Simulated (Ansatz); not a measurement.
Program: Ansatz. Geometries: PBE0-D4/def2-TZVP. ΔE: electronic, gas phase. CCSD(T)/CBS is the MP2 limit (def2-TZVPP, def2-QZVPP) plus CCSD(T) − MP2 in def2-TZVPP, frozen cores. This one scheme is used for every species, atoms too. DFT in def2-TZVPP. No spin–orbit coupling; open shells (•) take unrestricted orbitals. Spin–orbit coupling would lower the free atoms: a little for C, Cl, Si; clearly for Se. For Se outer-core shells are correlated without core-valence functions, so the limit isn't a true one: a few kJ/mol of doubt a bond, and 10 to 20 or more in all where bonds break to atoms. Scalar relativity is left out up to krypton. One conformer a species, not always the lowest.

Reaction (atomization): `ClC[SiH2][SeH]` → C• + Cl• + 5 H• + Se• + Si•

CCSD(T)/CBS gives +29.14 eV.

Question: Another level gave +29.07 eV. Which?
A. r2SCAN/def2-TZVPP
B. r2SCAN-D4/def2-TZVPP
C. ωB97X-V/def2-TZVPP
D. MP2/def2-TZVPP

Answer: A. r2SCAN 29.07, r2SCAN-D4 29.13, MP2/def2-TZVPP 28.50, ωB97X-V 29.19 eV.

Largest T1 diagnostic among the species: 0.012.

The D4 term adds +0.38 eV with B3LYP and +0.20 eV with PBE0; it sums over pairs of atoms, weighted by their polarisabilities, and B3LYP, whose exchange is more repulsive, gets the larger term. From PBE to PBE0 (25 % exact exchange), in def2-TZVPP and without D4, ΔE moves by −0.26 eV: exact exchange takes away binding that semilocal exchange gives to molecules. In def2-TZVPP, CCSD(T) changes the Hartree–Fock value by +7.09 eV (the triples alone add +0.43 eV) and MP2 by +7.31 eV; breaking electron pairs costs correlation energy, which Hartree–Fock lacks.

B3LYP here is the variant with VWN-RPA as its local correlation; programs differ in this.

For atomizations the MP2-based limit and the directly extrapolated one differ by several kJ/mol either way, and by 10 to 25 for some Ge, Se and Sn compounds, so smaller differences from it don't rank the levels.
